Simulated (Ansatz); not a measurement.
Ansatz (a quantum-chemistry and plane-wave program) input (r2SCAN/def2-TZVP):

Ansatz 0.2 input:
```yaml
crystal:
  periodic: [false, false, false]
  atoms:
    - {symbol: Ce, position_ang: [0.00000000, 0.00000000, 0.00000000]}
    - {symbol: O, position_ang: [0.00000000, 0.00000000, 1.75631509]}
    - {symbol: O, position_ang: [-0.00000000, -0.00000000, -1.75631509]}
basis:
  gaussian:
    orbitals: def2-TZVP
hamiltonian:
  xc: {name: r2SCAN}
total_charge: 1
magnetization: {spin_polarized: true, initial_magnetization: 1}
output: {forces: true}
```

End of the output:

```
integrals: 0.09 GiB planned
1064 factors; their error is unknown
mean field: 0.80 GiB planned
mean field evaluation 1: about -16975.8976 eV, gradient 1.1e2 eV
mean field evaluation 2: about -15086.6338 eV, gradient 9.2e2 eV
mean field evaluation 4: about -16037.5130 eV, gradient 6.3e2 eV
mean field evaluation 8: about -17018.7768 eV, gradient 6.6e-1 eV
mean field -17018.77819922 eV, -625.4285630792 hartree, gradient 2.5e-5 eV, S^2 0.753613; 0 other end points of the search recorded, 0 dependent functions left out
the calculation of the forces begins
reference -17018.77821663 eV, -625.4285637191 hartree; 23, 22 occupied and 132, 133 virtual orbitals, 1064 factors
Total energy: -17018.77821663 eV, -625.4285637191 hartree
Atom 0 at     0.000000     0.000000     0.000000 Å, force    -0.000000    -0.000000    -0.000000 eV/Å
Atom 1 at     0.000000     0.000000     1.756315 Å, force     0.000000     0.000000     0.090101 eV/Å
Atom 2 at    -0.000000    -0.000000    -1.756315 Å, force     0.000000     0.000000    -0.090101 eV/Å
Dipole moment:     0.000000    -0.000000    -0.000000 e Å
```

The spin state was set by rule; other spins were not relaxed.
